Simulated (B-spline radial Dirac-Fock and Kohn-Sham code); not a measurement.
# Kohn-Sham estimates against Dirac-Fock for the levels of Mg³⁺

System: magnesium as Mg³⁺, [He] 2s2 2p5.

The density-functional columns are spherical, spin-unpolarised Dirac-Kohn-Sham results without Breit or QED terms: −ε is minus the orbital energy of the initial state and ΔSCF the difference of two total energies. The reference in the last column comes from multi-electron Dirac-Fock with separately optimised hole states, Breit and Lamb-shift corrections added in first order. All numbers are from a radial finite-basis atomic code, in eV; a selection of levels is shown. The Kohn-Sham columns are given as differences from the reference.

| level | PBE −ε − DF | PBE ΔSCF − DF | LDA −ε − DF | LDA ΔSCF − DF | Dirac-Fock |
| --- | --- | --- | --- | --- | --- |
| K | -57.0 | +12.3 | -63.3 | +5.6 | 1374.1 |
| L1 | -18.8 | -3.5 | -19.4 | -4.2 | 147.9 |
| L2,3 | -13.8 | +2.3 | -13.7 | +2.4 | 110.0 |

Values without a named source are computed, but for edge energies of neutral atoms, which are taken from tables.
